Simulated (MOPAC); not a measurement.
MOPAC input (PM3):

```
PM3 PRECISE GNORM=0.05 LET XYZ GEO-OK AUX(PRECISION=9) THREADS=1
HBrSi

Si   -0.87920555 1   -0.78195471 1    1.06171613 1
H    -1.89911641 1   -1.21899959 1    0.01694135 1
Br    0.40594269 1    0.34761045 1   -0.42517049 1
```

Output:

```
 *******************************************************************************
 **                                                                           **
 **                              MOPAC v23.2.5                                **
 **                                                                           **
 *******************************************************************************
 ** MOPAC's Digital Object Identifier: https://doi.org/10.5281/zenodo.6511958 **
 **                                                                           **
 ** Please cite the open-source release paper for use of this MOPAC version:  **
 ** J. E. Moussa and J. J. P. Stewart (2026)                                  **
 ** MOPAC: An open-source semiempirical molecular orbital program             **
 ** J. Open Source Softw., 11(119), 8025, https://doi.org/10.21105/joss.08025 **
 *******************************************************************************

                              PM3 CALCULATION RESULTS

 *******************************************************************************
 *  PM3        - The PM3 Hamiltonian to be used
 *  GEO-OK     - OVERRIDE INTERATOMIC DISTANCE AND OTHER SAFETY CHECKS
 *  LET        - OVERRIDE SOME SAFETY CHECKS
 *  PRECISE    - TIGHTER CRITERIA TO BE USED
 *  XYZ        - CARTESIAN COORDINATE SYSTEM TO BE USED
 *  GNORM      - EXIT WHEN GRADIENT NORM DROPS BELOW 0.050
 *  AUX        - OUTPUT AUXILIARY INFORMATION
 *******************************************************************************
PM3 PRECISE GNORM=0.05 LET XYZ GEO-OK AUX(PRECISION=9) THREADS=1
 HBrSi

   ATOM   CHEMICAL          X               Y               Z
  NUMBER   SYMBOL      (ANGSTROMS)     (ANGSTROMS)     (ANGSTROMS)

     1      Si         -0.87920555  *  -0.78195471  *   1.06171613  *
     2       H         -1.89911641  *  -1.21899959  *   0.01694135  *
     3      Br          0.40594269  *   0.34761045  *  -0.42517049  *

          CARTESIAN COORDINATES

    NO.       ATOM           X           Y           Z

     1        Si         -0.8792     -0.7820      1.0617
     2         H         -1.8991     -1.2190      0.0169
     3        Br          0.4059      0.3476     -0.4252

  H: (PM3): J. J. P. STEWART, J. COMP. CHEM. 10, 209 (1989).
 Si: (PM3): J. J. P. STEWART, J. COMP. CHEM. 10, 209 (1989).
 Br: (PM3): J. J. P. STEWART, J. COMP. CHEM. 10, 209 (1989).

           Empirical Formula: H Si Br  =     3 atoms

      MOLECULAR POINT GROUP   :   Cs

      RHF CALCULATION, NO. OF DOUBLY OCCUPIED LEVELS = 6

          Geometry optimization using EF

          DIAGONAL MATRIX USED AS START HESSIAN

 CYCLE:     1  GRAD.:    14.445 HEAT:  29.37111
 CYCLE:     2  GRAD.:    13.567 HEAT:  28.65733
 CYCLE:     3  GRAD.:    12.499 HEAT:  25.25811
 CYCLE:     4  GRAD.:   428.693 HEAT:  66.32171
 CYCLE:     5  GRAD.:     9.026 HEAT:  25.11032
 CYCLE:     6  GRAD.:     6.657 HEAT:  25.04115
 CYCLE:     7  GRAD.:     4.330 HEAT:  25.00372
 CYCLE:     8  GRAD.:     0.541 HEAT:  24.97456
 CYCLE:     9  GRAD.:     0.242 HEAT:  24.97436
 CYCLE:    10  GRAD.:     0.065 HEAT:  24.97430
 CYCLE:    11  GRAD.:     0.014 HEAT:  24.97429

     GRADIENT =  0.01388 IS LESS THAN CUTOFF =  0.05000

 -------------------------------------------------------------------------------
 PM3 PRECISE GNORM=0.05 LET XYZ GEO-OK AUX(PRECISION=9) THREADS=1
 HBrSi

     GEOMETRY OPTIMISED USING EIGENVECTOR FOLLOWING (EF).
     SCF FIELD WAS ACHIEVED

                              PM3 CALCULATION
                                                       MOPAC v23.2.5 Linux

          FINAL HEAT OF FORMATION =         24.97429 KCAL/MOL =     104.49242 KJ/MOL

          COSMO AREA              =         96.06 SQUARE ANGSTROMS
          COSMO VOLUME            =         84.19 CUBIC ANGSTROMS

          GRADIENT NORM           =          0.01388          =       0.00801 PER ATOM
          IONIZATION POTENTIAL    =          8.487533 EV
          HOMO LUMO ENERGIES (EV) =         -8.488 -2.307
          NO. OF FILLED LEVELS    =          6
          MOLECULAR WEIGHT        =        108.9974         POINT GROUP:  Cs

          MOLECULAR DIMENSIONS (Angstroms)

            Atom       Atom       Distance
           Br     3    H     2     2.64981
            H     2   Si     1     1.05560
           Si     1   Br     3     0.00000

          SCF CALCULATIONS        =         12

   ATOM   CHEMICAL          X               Y               Z
  NUMBER   SYMBOL      (ANGSTROMS)     (ANGSTROMS)     (ANGSTROMS)

     1      Si         -0.74234450  *  -0.66184774  *   0.90426876  *
     2       H         -1.85851252  *  -1.19333783  *   0.01852089  *
     3      Br          0.32024209  *   0.27352096  *  -0.33200264  *

                             CARTESIAN COORDINATES

   1   Si       -0.742344502    -0.661847743     0.904268756
   2    H       -1.858512521    -1.193337829     0.018520894
   3   Br        0.320242091     0.273520956    -0.332002637

           Empirical Formula: H Si Br  =     3 atoms

      MOLECULAR POINT GROUP   :   Cs

                  EIGENVALUES
 -20.40269 -16.03998 -14.26315 -13.98229 -12.09096  -8.48753  -2.30652  -0.17208
   1.78652

              NET ATOMIC CHARGES AND DIPOLE CONTRIBUTIONS

  ATOM NO.   TYPE          CHARGE      No. of ELECS.   s-Pop       p-Pop
    1         Si           0.590952        3.4090     1.80500     1.60405
    2          H          -0.239038        1.2390     1.23904
    3         Br          -0.351915        7.3519     1.70950     5.64241
 DIPOLE           X         Y         Z       TOTAL
 POINT-CHG.    -0.515    -0.971     3.107     3.295
 HYBRID        -0.800     0.084    -2.888     2.998
 SUM           -1.315    -0.887     0.219     1.601

          ATOMIC ORBITAL ELECTRON POPULATIONS

     Atom    s        px        py        pz
    1 Si   1.80500   0.55269   0.27466   0.77670
    2  H   1.23904
    3 Br   1.70950   1.87882   1.85729   1.90630

 **********************
 *                    *
 * JOB ENDED NORMALLY *
 *                    *
 **********************

 == MOPAC DONE ==
```

The geometry given is a B3LYP-D3(BJ)/def2-TZVP minimum.
